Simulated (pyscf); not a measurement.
**`[BH2][NH]`, doublet**

Gas-phase minimum from PySCF at ωB97X-D3(BJ)/def2-SVP, one conformer. [H₂B–NH]• lies 8.3 kcal/mol over its isomer [HB–NH₂]•, and others may lie lower still (electronic energy, ωB97M-D3(BJ)). 

```xyz
5

B     -0.0117     0.5075    -0.0428
N      0.7060     0.1084    -1.1005
H      0.5556     0.9326     0.9502
H     -1.2291     0.4473    -0.0723
H      1.2758    -0.1877    -1.8740
```
Charge 0, spin multiplicity 2.

Bond lengths (Å): B1–N2 1.339, B1–H3 1.220, B1–H4 1.219, N2–H5 1.005. Bond angles (°): N2–B1–H3 119.8, N2–B1–H4 120.1, H3–B1–H4 120.1, B1–N2–H5 177.9.

Properties at ωB97X-D3(BJ)/def2-SVP:

```json
{
  "harmonic_wavenumbers_unscaled": "51, 290, 733, 935, 1090, 1402, 2495, 2565, 3815 cm⁻¹",
  "zero_point_energy": "19.1 kcal/mol",
  "rotational_symmetry_number": "1",
  "Entropy of this conformer at 298 K and 1 atm, rigid rotor and harmonic oscillator, modes under 100 cm⁻¹ raised to 100": "254.7 J/(mol K)",
  "dipole_moment": "1.67 D",
  "Spin expectation value S2": "0.758"
}
```

Single-point totals, which compare only within one level (frozen core for MP2 and CC):

```csv
level,total energy (hartree)
ωB97X-D3(BJ)/def2-TZVP,-81.41609
PBE/def2-TZVP,-81.26736
r²SCAN/def2-TZVP,-81.33224
B3LYP-D3(BJ)/def2-TZVP,-81.39473
PBE0-D3(BJ)/def2-TZVP,-81.27658
M06-2X/def2-TZVP,-81.33758
ωB97M-D3(BJ)/def2-TZVP,-81.40026
UHF/def2-TZVPP,-80.87513
MP2/def2-TZVPP,-81.15624
CCSD/def2-TZVPP,-81.18662
CCSD(T)/def2-TZVPP,-81.19808
```

Soft torsions are taken as harmonic, which can shift the entropy by several J/(mol K). The CCSD(T) − MP2 part came from Ansatz, without density fitting, on the same reference.
